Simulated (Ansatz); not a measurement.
CH2BrNSi can be A, `BrC1=N[SiH2]1`, or B, `Br[SiH]1C=N1`.

Isolated molecules relaxed with PBE0-D4/def2-TZVP in Ansatz; ΔE leaves out vibrations. CCSD(T)/CBS is the MP2 limit (def2-TZVPP, def2-QZVPP) plus CCSD(T) − MP2 in def2-TZVPP, frozen cores. DFT in def2-TZVPP. B3LYP here is the variant with VWN-RPA as its local correlation; programs differ in this. For Br outer-core shells are correlated without core-valence functions, which leaves a few kJ/mol of doubt a bond. Scalar relativity is left out up to krypton.

(1) Which is lower in electronic energy at CCSD(T)/CBS, and by how much? (Estimate.)

(2) Give E(B) − E(A) in kcal/mol with PBE0-D4, MP2/def2-TZVPP, CCSD(T)/def2-SVP, ωB97M-V, B2PLYP, BLYP-D4, B3LYP. (An estimate is asked.)

(3) Does the order hold for the free energy at 298.15 K (harmonic terms from PBE0-D4)? (Best estimate.)

Largest T1 diagnostic: 0.013.

## Answers

(1) The calculation gave: B, by 29.8 kcal/mol.

(2) Computed: PBE0-D4 -28.4, MP2/def2-TZVPP -28.1, CCSD(T)/def2-SVP -27.7, ωB97M-V -29.7, B2PLYP -27.6, BLYP-D4 -24.5, B3LYP -26.9. None reverses the order clearly.

(3) Ansatz gave: Yes: G(B) − G(A) = -28.2 kcal/mol.

From BLYP to BHLYP (50 % exact exchange), in def2-TZVPP and without D4, E(B) − E(A) moves by −5.1 kcal/mol. At CCSD(T), def2-SVP lies +2.1 kcal/mol from the extrapolated value and def2-TZVPP +1.6 kcal/mol.
